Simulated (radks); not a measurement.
All-electron atom: Ge+ in [Ar] 3d10 4s1.75 4p1 5s0.25 (fractional occupations, a model configuration).

Method: Dirac Kohn-Sham, PBEsol, spin-unpolarised, spherical densities, point nucleus; open shells fill j = l - 1/2 first; computed with a radial shooting solver on a logarithmic mesh with Libxc functionals.

Energy parts (eV):
| part | energy |
|---|---|
| total | -57061.777 |
| kinetic | 58266.350 |
| electron-nucleus | -137439.356 |
| Hartree | 24226.413 |
| exchange-correlation | -2115.185 |

Orbitals (lengths in bohr, moments of r in powers of bohr; <r^-3> diverges for s and p1/2; r(90%) holds 90 % of the orbital's charge):
[
 {"orbital": "1s1/2", "occ.": "2", "eigenvalue (eV)": "-10959.50", "r(90%)": "0.0840", "<r^2>": "0.002976", "<r^4>": "0.00002279", "<r^-3>": "-", "small-component weight": "1.34e-02"},
 {"orbital": "2s1/2", "occ.": "2", "eigenvalue (eV)": "-1380.724", "r(90%)": "0.325", "<r^2>": "0.05204", "<r^4>": "0.004702", "<r^-3>": "-", "small-component weight": "2.59e-03"},
 {"orbital": "2p1/2", "occ.": "2", "eigenvalue (eV)": "-1229.653", "r(90%)": "0.297", "<r^2>": "0.04038", "<r^4>": "0.003299", "<r^-3>": "-", "small-component weight": "2.58e-03"},
 {"orbital": "2p3/2", "occ.": "4", "eigenvalue (eV)": "-1197.819", "r(90%)": "0.302", "<r^2>": "0.04187", "<r^4>": "0.003523", "<r^-3>": "957.8", "small-component weight": "2.53e-03"},
 {"orbital": "3s1/2", "occ.": "2", "eigenvalue (eV)": "-178.7046", "r(90%)": "0.935", "<r^2>": "0.4503", "<r^4>": "0.3276", "<r^-3>": "-", "small-component weight": "5.94e-04"},
 {"orbital": "3p1/2", "occ.": "2", "eigenvalue (eV)": "-128.9189", "r(90%)": "0.985", "<r^2>": "0.4827", "<r^4>": "0.4055", "<r^-3>": "-", "small-component weight": "5.44e-04"},
 {"orbital": "3p3/2", "occ.": "4", "eigenvalue (eV)": "-124.6404", "r(90%)": "1.00", "<r^2>": "0.4989", "<r^4>": "0.4335", "<r^-3>": "129.7", "small-component weight": "5.30e-04"},
 {"orbital": "3d3/2", "occ.": "4", "eigenvalue (eV)": "-40.2613", "r(90%)": "1.24", "<r^2>": "0.6841", "<r^4>": "1.145", "<r^-3>": "14.50", "small-component weight": "4.01e-04"},
 {"orbital": "3d5/2", "occ.": "6", "eigenvalue (eV)": "-39.6746", "r(90%)": "1.25", "<r^2>": "0.6941", "<r^4>": "1.181", "<r^-3>": "14.08", "small-component weight": "3.97e-04"},
 {"orbital": "4s1/2", "occ.": "1.75", "eigenvalue (eV)": "-21.0428", "r(90%)": "2.99", "<r^2>": "4.606", "<r^4>": "34.12", "<r^-3>": "-", "small-component weight": "7.32e-05"},
 {"orbital": "4p1/2", "occ.": "1", "eigenvalue (eV)": "-12.3975", "r(90%)": "3.76", "<r^2>": "7.083", "<r^4>": "85.31", "<r^-3>": "-", "small-component weight": "4.84e-05"},
 {"orbital": "4p3/2", "occ.": "0", "eigenvalue (eV)": "-12.1371", "r(90%)": "3.82", "<r^2>": "7.297", "<r^4>": "90.43", "<r^-3>": "7.956", "small-component weight": "4.72e-05"},
 {"orbital": "5s1/2", "occ.": "0.25", "eigenvalue (eV)": "-5.0829", "r(90%)": "8.03", "<r^2>": "34.49", "<r^4>": "1762", "<r^-3>": "-", "small-component weight": "1.33e-05"},
 {"orbital": "4d3/2", "occ.": "0", "eigenvalue (eV)": "-3.5527", "r(90%)": "8.08", "<r^2>": "31.39", "<r^4>": "1738", "<r^-3>": "0.2334", "small-component weight": "1.22e-05"},
 {"orbital": "4d5/2", "occ.": "0", "eigenvalue (eV)": "-3.5437", "r(90%)": "8.10", "<r^2>": "31.57", "<r^4>": "1756", "<r^-3>": "0.2296", "small-component weight": "1.21e-05"},
 {"orbital": "5p1/2", "occ.": "0", "eigenvalue (eV)": "-3.4522", "r(90%)": "10.1", "<r^2>": "54.82", "<r^4>": "4414", "<r^-3>": "-", "small-component weight": "9.07e-06"},
 {"orbital": "5p3/2", "occ.": "0", "eigenvalue (eV)": "-3.4133", "r(90%)": "10.2", "<r^2>": "55.86", "<r^4>": "4575", "<r^-3>": "1.194", "small-component weight": "8.95e-06"}
]

The highest occupied level is 5s1/2 at -5.083 eV. The configuration is held as typed, so some empty levels lie below it. Summed over all electrons, <r^2> = 34.89 bohr^2, which gives a Langevin (diamagnetic) susceptibility term of -27.6 x 10^-6 cm^3/mol. The density falls to 0.001 e/bohr^3 at r = 3.98 bohr.

Run on one thread of a shared host, so times are rough (Intel(R) Xeon(R) Platinum 8488C): 0.15 s of CPU time, 0.16 s wall, 14 iterations on 2602 mesh points.
